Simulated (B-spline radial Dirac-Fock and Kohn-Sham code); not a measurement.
## Compton profile of He

System: the free helium atom in the configuration 1s2.

Level of theory: the impulse approximation on configuration-average Dirac-Fock orbitals; a radial B-spline solver. pz is in atomic units of momentum; subshell profiles are per electron, for a selection of subshells; open shells are spread over both j values by their weights.

| pz | J total | J 1s1/2 | tabulated J |
| --- | --- | --- | --- |
| 0 | 1.070 | 0.535 | 1.07 |
| 0.1 | 1.057 | 0.528 | 1.06 |
| 0.2 | 1.017 | 0.509 | 1.02 |
| 0.3 | 0.9557 | 0.478 | 0.956 |
| 0.4 | 0.8782 | 0.439 | 0.878 |
| 0.5 | 0.7910 | 0.396 | 0.791 |
| 0.6 | 0.7004 | 0.350 | 0.700 |
| 0.8 | 0.5270 | 0.264 | 0.527 |
| 1 | 0.3820 | 0.191 | 0.382 |
| 1.2 | 0.2712 | 0.136 | 0.271 |
| 1.4 | 0.1910 | 0.0955 | 0.191 |
| 1.6 | 0.1345 | 0.0672 | 0.134 |
| 1.8 | 0.09522 | 0.0476 | 0.0952 |
| 2 | 0.06799 | 0.0340 | 0.0680 |
| 2.5 | 0.03067 | 0.0153 | 0.0307 |
| 3 | 0.01480 | 0.00740 | 0.0148 |
| 4 | 0.004132 | 0.00207 | 0.00413 |
| 5 | 0.001398 | 0.000699 | 0.00140 |
| 7 | 0.0002407 | 0.000120 | 0.000240 |
| 10 | 3.306e-05 | 1.65e-05 | 3.30e-05 |

J(0) = 1.070. The 1s1/2 subshell gives the largest part, 100 %.

Mean momentum ⟨p⟩ by subshell (a.u.): 1s1/2 1.40.

Tabulated profile: Biggs, Mendelsohn and Mann, At. Data Nucl. Data Tables 16, 201 (1975), a Hartree-Fock calculation.
